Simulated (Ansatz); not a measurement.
`[SeH]C1CCS1` + PH₃ → `P[SeH]` + `C1CSC1` at 600 K and 1 bar (ligand exchange at the Se–C bond).

Gas-phase electronic energies from Ansatz, PBE0-D4/def2-TZVP geometries. CCSD(T)/CBS adds triple-zeta CCSD(T) − MP2 to the extrapolated MP2 energy (def2 sets, frozen cores). This one scheme is used for every species. For Se outer-core shells are correlated without core-valence functions, which leaves a few kJ/mol of doubt a bond. Scalar relativity is left out up to krypton. One conformer a species, not always the lowest.

| species | CCSD(T)/CBS energy (Eh) | H − E (kJ/mol) | S (J/(mol·K)) |
| --- | --- | --- | --- |
| `[SeH]C1CCS1` | -2916.22059 | 273.6 | 424.2 |
| PH₃ | -342.72256 | 86.3 | 240.2 |
| `P[SeH]` | -2743.44381 | 100.9 | 326.5 |
| `C1CSC1` | -515.51895 | 265.8 | 352.2 |

H − E and S are ideal-gas, rigid-rotor, harmonic terms from PBE0-D4/def2-TZVP, for one conformer and one mirror image of each species. 1 Eh = 2625.50 kJ/mol, R = 8.31446 J/(mol·K).

Task: By hand: ΔE, ΔH, ΔS and ΔG.

Result: ΔE = (-2743.44381) + (-515.51895) − (-2916.22059) − (-342.72256) = -0.01961 Eh = -51.5 kJ/mol. Δ(H − E) = 100.9 + 265.8 − 273.6 − 86.3 = 6.8, so ΔH = -44.7 kJ/mol. ΔS = 326.5 + 352.2 − 424.2 − 240.2 = 14.3 J/(mol·K). ΔG = -44.7 − 600 × (14.3)/1000 = -53.3 kJ/mol.

Task: By hand: the equilibrium constant, and the temperature at which ΔG would vanish if ΔH and ΔS stayed fixed.

Result: log₁₀ K = −ΔG/(RT ln 10) = 4.6. ΔH and −TΔS have one sign here, so there is no such temperature.

The number of gas molecules stays the same, so ΔS is small and ΔH decides. A doubt of 5 kJ/mol in ΔE shifts log₁₀ K by 0.4 here. Other conformers and mirror images would add mixing entropy, several J/(mol·K) or more a flexible species. These are equilibria of isolated gas molecules and say nothing of rates. Largest T1 diagnostic: 0.013 (customary marks: 0.02 for closed shells, 0.045 for open ones).
